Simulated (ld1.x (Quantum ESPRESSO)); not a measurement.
## Pseudopotential generation for Rb: ultrasoft, BLYP, scalar-relativistic.

* Element: Rb (Z = 37)
* Generator: ld1.x (Quantum ESPRESSO) 7.5
* Type: ultrasoft
* Functional: BLYP
* Relativity: scalar-relativistic
* Frozen core: [Ar] 3d10 4s2
* Valence charge: 7
* Reference configuration: 4p6 4d1 5s0 5p0
* Partial waves: 5s (bound, empty): rcut 4.30, rcutus 4.55 bohr; 5s channel at 3.05 Ry: rcut 4.30, rcutus 4.55 bohr; 4p (bound): rcut 2.70, rcutus 3.15 bohr; 5p (bound, empty): rcut 2.70, rcutus 3.15 bohr; 4d (bound): rcut 4.30, rcutus 4.80 bohr; 4d channel at 1.2 Ry: rcut 4.30, rcutus 4.80 bohr
* Local potential: all-electron potential smoothed inside 3.80 bohr (lloc = -1)
* Core correction: none
* Augmentation charge: PSQ, inside the norm-conserving radii

Question: Estimate the cutoffs (Ry, on a coarse ladder) from which the occupation-weighted sum of valence levels, in a spherical-Bessel basis at the reference potential, stays within 10 and 1 mRy of its value at 400 Ry.

Answer: 8 Ry and 12 Ry.

Question: Does the potential have ghost states?

Answer: No extra level below or beside the all-electron valence levels (s, p, d, f tested).

Question: Is the overlap operator S = 1 + Σ q|β⟩⟨β| positive definite (Bessel basis up to 400 Ry)?

Answer: Yes: its lowest eigenvalue is 0.03 (s channel).

Question: Which valence shell sets the plane-wave cutoff?

Answer: 4p: its level needs 8 Ry to come within 1 mRy, against 6 Ry for 4d.

Its largest configuration-test error is -1.4 meV (4p6 4d0 5s0 5p0). Test run stopped at test 6 of 6 (negative rho), 4 before it not solved. Not counted: 4p6 4d0.5 5s0.5 5p0 (solver errors, printed error -313 eV); 4p6 4d0 5s1 5p0 (solver errors, printed error -283 eV); 4p6 4d0 5s0.5 5p0 (solver errors, printed error -265 eV); 1 more.
